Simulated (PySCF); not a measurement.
**Nuclear quadrupole coupling in `CO[Si@@H](O)/C=C/[SiH2]SC`**

C4H12O2SSi2.
Geometry (GFN2-xTB, Å), atoms numbered from 1 in this order:
```xyz
21
C4H12O2SSi2 angstrom
C     -2.8737   -2.3583   -0.7484
O     -1.7766   -1.4934   -0.7533
Si    -1.7877    0.1344   -0.7679
O     -2.5340    0.8108    0.5131
C      0.0555    0.4921   -0.8362
C      0.6104    1.6036   -0.3541
Si     2.4569    1.9479   -0.3192
S      3.1744    1.3138    1.6140
C      2.6499   -0.4296    1.5784
H     -3.3409   -2.3813   -1.7358
H     -3.6217   -2.0446   -0.0168
H     -2.5156   -3.3573   -0.4963
H     -2.5822    0.7131   -1.8436
H     -2.1883    0.7515    1.4004
H      0.6939   -0.2350   -1.3219
H     -0.0402    2.3301    0.1208
H      2.7911    3.3617   -0.3518
H      3.1575    1.1515   -1.3253
H      2.8083   -0.8269    2.5749
H      1.5989   -0.4916    1.3110
H      3.2552   -0.9757    0.8614
```

Field gradients from the PBE0/pcSseg-1 density (PySCF, non-relativistic), principal values in atomic units, ordered |Vxx| ≤ |Vyy| ≤ |Vzz|:

```json
{"atom": "O2", "Vxx": "-0.6019", "Vyy": "-1.0918", "Vzz": "1.6937"}
{"atom": "O4", "Vxx": "-0.4797", "Vyy": "-0.9974", "Vzz": "1.4771"}
{"atom": "S8", "Vxx": "0.1716", "Vyy": "2.1055", "Vzz": "-2.2771"}
```

Problem. Find the asymmetry η = (Vxx − Vyy)/Vzz and the couplings χ = eQV/h (234.96 MHz × Q in barn × V in au), with Q(17O) = −0.0256 b, Q(33S) = −0.0678 b.

Solution. 
```
atom                environment  nucleus     η  χzz (MHz)  χxx (MHz)  χyy (MHz)
  O2         silyl ether oxygen      17O  0.29     -10.19       3.62       6.57
  O4             silanol oxygen      17O  0.35      -8.89       2.89       6.00
  S8  sulfur bonded to C and Si      33S  0.85      36.28      -2.73     -33.54
```

Problem. What is Vzz at O2 in SI units (1 au = 9.71736 × 10²¹ V/m²)?

Solution. 1.6937 au = 16.459 × 10²¹ V/m².

Problem. And the gradient at the other heavy atoms, for which no coupling is worked out here?

Solution. 
```csv
atom,environment,Vzz (au),η
C1,methoxy carbon,0.415,0.03
Si3,oxygen-bound silicon,-0.411,0.55
C5,alkene CH carbon,0.417,0.29
C6,alkene CH carbon,0.395,0.31
Si7,SiH2 silicon,0.488,0.38
C9,S-methyl carbon,0.299,0.06
```

Were the hydrogens deuterons (Q(2H) = 0.00286 b), χzz would run from 109 kHz (H13 and H18) to 343 kHz (H14).

One conformer (not necessarily the lowest) at the GFN2-xTB geometry, without solvent, vibrations or thermal averaging. GFN2-xTB bond lengths can be off by several hundredths of an ångström, more for odd bonds, and the gradients follow them. With a basis this small, the couplings can be 20 % off.
